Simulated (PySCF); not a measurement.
F3Si (SMILES F[Si](F)F), doublet, at a GFN2-xTB geometry.

The PySCF input:
```python
from pyscf import gto, scf, dft

mol = gto.M(
    atom='''
Si    0.25525364    0.24331611    0.24315598
F    -0.69074141   -0.73372896    1.06805322
F    -0.73927609    1.06837931   -0.68429241
F     1.03295628   -0.71314208   -0.76200346
''',
    basis='def2-svp',
    spin=1,
    verbose=4,
)

mf = dft.UKS(mol)
mf.xc = 'pbe'
mf.kernel()
mf.analyze()
```

### Question
What is the computed dipole moment (PBE/def2-SVP (PySCF))?

### Answer
1.55 D

### Question
Give the <S^2> at the level PBE/def2-SVP.

### Answer
0.751

### Question
Estimate the HOMO energy that PBE/def2-SVP returns for this input.

### Answer
-6.62 eV

### Question
What number of basis functions does PBE/def2-SVP give?

### Answer
60

### Question
Predict the nuclear repulsion energy from PBE/def2-SVP.

### Answer
176.9054 Eh

These values belong to the state on which the SCF converged, which isn't shown to be the lowest.
